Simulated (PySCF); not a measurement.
# Worked example: entropy of an ideal gas

B2F3, SMILES B([B]F)(F)F (connectivity only; charge and spin as stated), charge +1, multiplicity 1.

The structure is a stationary point at PBE-D3(BJ)/def2-SVP. The multiplicity is an assumed one; other spin states were not compared. The isomer is the one that the SMILES or the coordinates give; other isomers of the formula were not compared. One conformer was computed; it need not be the lowest.

PBE-D3(BJ)/def2-SVP (PySCF) gives the harmonic wavenumbers 114, 233, 355, 450, 566, 598, 1176, 1578, 1710 cm⁻¹ and the rotational temperatures 0.4692, 0.1357, 0.1052 K. The molar mass is 78.62 g/mol, the symmetry number 2, the spin multiplicity 1.

Work out the entropy at 298.15 K and 1 atm in the rigid-rotor, harmonic-oscillator model.


Translation (Sackur–Tetrode at 1 atm): S = R[1.5 ln M + 2.5 ln T − 1.16487] = 163.2 J/(mol K).
Rotation: q = (√π/σ) T^1.5/√(θA θB θC) = 55700, S = R[ln q + 3/2] = 103.3 J/(mol K).
Vibration: with u = 1.4388 ν/T, each mode gives R[u/(e^u − 1) − ln(1 − e^−u)]:
| ν (cm⁻¹) | modes | u | S (J/(mol K)) |
|---|---|---|---|
| 114 | 1 | 0.55 | 13.39 |
| 233 | 1 | 1.12 | 7.76 |
| 355 | 1 | 1.71 | 4.79 |
| 450 | 1 | 2.17 | 3.33 |
| 566 | 1 | 2.73 | 2.14 |
| 598 | 1 | 2.89 | 1.90 |
| 1176 | 1 | 5.68 | 0.19 |
| 1578 | 1 | 7.61 | 0.04 |
| 1710 | 1 | 8.25 | 0.02 |
These are all the modes. Sum 33.6 J/(mol K).
Spin: R ln 1 = 0.0 J/(mol K).
Total 300.1 J/(mol K); the program's own thermochemistry gives 300.1. Translation makes up 54 % and vibration 11 %. Anharmonicity, hindered rotation and orbital degeneracy are left out.
